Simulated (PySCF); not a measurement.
Ligand exchange on a metal centre used in film growth or etching (Zn Cl-CH3). Isolated molecules, 0 K electronic values unless said otherwise. One relaxed conformer stands for each flexible species; it need not be the lowest.

The HOMO–LUMO gap from two functionals at the same geometries (TPSS-D3(BJ)/def2-SVP), both in PySCF: PBE-D3(BJ)/def2-TZVP and B3LYP-D3(BJ)/def2-TZVP. B3LYP has the VWN-RPA correlation part, as in Gaussian. 

```
species                                B3LYP-D3(BJ)/def2-TZVP (eV)
-------------------------------------  ---------------------------
0 of 2 Cl replaced by CH3 ([Zn(Cl)2])                         6.74
1 of 2 Cl replaced by CH3                                     7.49
2 of 2 Cl replaced by CH3                                     6.83
```

Task: What does PBE-D3(BJ)/def2-TZVP give for each?

Result: 
- 0 of 2 Cl replaced by CH3 ([Zn(Cl)2]): 5.04
- 1 of 2 Cl replaced by CH3: 5.88
- 2 of 2 Cl replaced by CH3: 5.48
Over these rows, drawn at random from the members with no instability flagged (it was tested for open shells, ions and some series alone), PBE minus B3LYP-D3(BJ): mean -1.55 eV, from -1.70 eV to -1.35 eV.
